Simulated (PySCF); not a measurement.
Te(I)(SMe) (CH3ISTe), SMILES S([Te]I)C. Atoms are numbered in the order given.

```xyz
7

Te     0.3199    -0.7999     0.7857
I     -1.2212     1.3108    -0.1561
S      2.1714    -0.7814    -0.7368
C      1.5189    -1.6535    -2.2098
H      1.1882    -2.6697    -1.9578
H      2.3540    -1.7030    -2.9252
H      0.6928    -1.0824    -2.6553
```

The structure is a stationary point at B3LYP-D3(BJ)/def2-SVP. This is a generated structure with no PubChem entry under its InChIKey; it may be hypothetical. The def2 effective core potentials stand for the cores of I, Te; spin–orbit coupling is left out. The values are those of a single conformer.

All values below come from PBE/def2-TZVP (PySCF).

ESP charges are fitted to the potential on shells at 1.4 to 2.0 van der Waals radii. Atomic charges (e):

```csv
atom,Löwdin,Mulliken,ESP fit
Te1,0.07,0.16,0.09
I2,-0.09,-0.15,-0.11
S3,0.22,-0.13,-0.09
C4,-0.55,-0.33,-0.34
H5,0.11,0.15,0.13
H6,0.12,0.14,0.19
H7,0.11,0.16,0.12
```

### Question
Give the Mayer and Wiberg (Löwdin basis) orders of the bonds. (Estimate from the structure and the level; the computed values follow.)

### Answer

```json
[
 {"bond": "Te1–I2", "Mayer": "1.03", "Wiberg": "1.49"},
 {"bond": "Te1–S3", "Mayer": "1.27", "Wiberg": "1.63"},
 {"bond": "S3–C4", "Mayer": "1.02", "Wiberg": "1.51"},
 {"bond": "C4–H5", "Mayer": "0.95", "Wiberg": "0.94"},
 {"bond": "C4–H6", "Mayer": "0.94", "Wiberg": "0.93"},
 {"bond": "C4–H7", "Mayer": "0.95", "Wiberg": "0.94"}
]
```
